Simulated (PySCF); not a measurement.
Field gradients from PBE0/pcSseg-1 densities (PySCF, non-relativistic) at GFN2-xTB geometries, isolated species, one conformer each; χzz is the principal value of largest magnitude, with Q(14N) = 0.02044 b, Q(17O) = −0.0256 b, Q(35Cl) = −0.0817 b. GFN2-xTB bond lengths can be off by several hundredths of an ångström, more for odd bonds, and the gradients follow them. With a basis this small, the couplings can be 20 % off.

Task: Rank these 14N sites by the size of the quadrupole coupling, smallest first.
A. The silicon-bound nitrogen of `CCN[SiH2][SiH2]C(F)F`
B. N7 (pyridine-type nitrogen) in `[CH3:1][C@@H:2]([O:3][CH2:4][F:5])[c:6]1[n:7][cH:8][o:9][n:10]1`
C. The nitrogen bonded to C, P and H of `CNP1CCCCCC1`
D. The nitrogen bonded to P and H of `CCC[P@@]1(=N)CC[C@@H]1C`
E. The nitrile nitrogen of `CC1=COC(=O)[C@@H]1C#N`
F. The nitrogen bonded to 2 C and P of `C=CP(C)N(CC)CC`

Result: D (2.901 MHz), B (4.430 MHz), E (4.737 MHz), A (5.073 MHz), C (5.286 MHz), F (5.714 MHz).

Task: Rank these 17O sites by the size of the quadrupole coupling, smallest first.
A. O9 (ring oxygen) in `[CH3:1][C@@H:2]([O:3][CH2:4][F:5])[c:6]1[n:7][cH:8][o:9][n:10]1`
B. O5 (furan-type oxygen) in `[CH:1]#[C:2][c:3]1[cH:4][o:5][c:6]([C:7](=[O:8])[Cl:9])[cH:10]1`
C. O5 (acid hydroxyl oxygen) in `[CH2:1]=[C:2]([C:3](=[O:4])[OH:5])[C:6]([F:7])([Cl:8])[Cl:9]`
D. O4 (ester single-bonded oxygen) in `[CH3:1][C:2]1=[CH:3][O:4][C:5](=[O:6])[C@@H:7]1[C:8]#[N:9]`

Result: B (8.604 MHz), D (9.542 MHz), C (9.975 MHz), A (10.45 MHz).

Task: These 35Cl couplings (χzz in MHz, η) are listed in rising order: (-80.43, 0.02); (-74.75, 0.02); (-64.91, 0.29). Assign them to: the chlorine on a fluorinated carbon of `O=C(O)/C=C/C(F)(Cl)Cl`; the alkyl chlorine of `C=CC(=C)C(=C)CCCl`; the chlorine bonded to C of `C#Cc1coc(C(=O)Cl)c1`.

Result: -80.43 MHz, η 0.02: the chlorine on a fluorinated carbon of `O=C(O)/C=C/C(F)(Cl)Cl`; -74.75 MHz, η 0.02: the alkyl chlorine of `C=CC(=C)C(=C)CCCl`; -64.91 MHz, η 0.29: the chlorine bonded to C of `C#Cc1coc(C(=O)Cl)c1`.

All sites together:

```tsv
nucleus	site	Vzz (au)	η	χzz (MHz)
14N	N7 (pyridine-type nitrogen) in [CH3:1][C@@H:2]([O:3][CH2:4][F:5])[c:6]1[n:7][cH:8][o:9][n:10]1	-0.922	0.06	-4.430
14N	the silicon-bound nitrogen of CCN[SiH2][SiH2]C(F)F	-1.056	0.32	-5.073
14N	the nitrogen bonded to P and H of CCC[P@@]1(=N)CC[C@@H]1C	0.604	0.56	2.901
14N	the nitrile nitrogen of CC1=COC(=O)[C@@H]1C#N	-0.986	0.03	-4.737
14N	the nitrogen bonded to 2 C and P of C=CP(C)N(CC)CC	-1.190	0.11	-5.714
14N	the nitrogen bonded to C, P and H of CNP1CCCCCC1	-1.101	0.15	-5.286
17O	O4 (ester single-bonded oxygen) in [CH3:1][C:2]1=[CH:3][O:4][C:5](=[O:6])[C@@H:7]1[C:8]#[N:9]	1.586	0.36	-9.542
17O	O5 (furan-type oxygen) in [CH:1]#[C:2][c:3]1[cH:4][o:5][c:6]([C:7](=[O:8])[Cl:9])[cH:10]1	1.430	0.06	-8.604
17O	O9 (ring oxygen) in [CH3:1][C@@H:2]([O:3][CH2:4][F:5])[c:6]1[n:7][cH:8][o:9][n:10]1	1.737	0.09	-10.45
17O	O5 (acid hydroxyl oxygen) in [CH2:1]=[C:2]([C:3](=[O:4])[OH:5])[C:6]([F:7])([Cl:8])[Cl:9]	1.658	0.48	-9.975
35Cl	the chlorine on a fluorinated carbon of O=C(O)/C=C/C(F)(Cl)Cl	4.190	0.02	-80.43
35Cl	the alkyl chlorine of C=CC(=C)C(=C)CCCl	3.894	0.02	-74.75
35Cl	the chlorine bonded to C of C#Cc1coc(C(=O)Cl)c1	3.381	0.29	-64.91
```
